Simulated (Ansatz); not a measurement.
AsH3 (SMILES [AsH3]), charge 0, multiplicity 1, relaxed at each level with Ansatz (an electronic-structure program); harmonic frequencies from differences of analytic forces, average atomic masses, frozen cores.

```tsv
level	harmonic frequencies (cm⁻¹)	ZPE (eV)	cost over PBE/def2-TZVPP (rough)
PBE/def2-TZVPP	895 978 978 2122 2138 2138	0.573	×1
B3LYP/def2-TZVPP	933 1017 1017 2175 2186 2186	0.590	×1
PBE0/def2-TZVPP	920 1016 1016 2210 2223 2223	0.596	×1
wB97X-V/def2-TZVPP	939 1038 1038 2256 2265 2265	0.608	×3
MP2/cc-pVTZ	936 1044 1044 2279 2290 2290	0.613	×2
CCSD(T)/cc-pVTZ	929 1022 1022 2209 2217 2217	0.596	×5
```

Measured: fundamentals as far as tabulated 2116, 906, 2123, 1003 cm⁻¹ [NIST CCCBDB]. Measured modes stand in the spectroscopists' order.
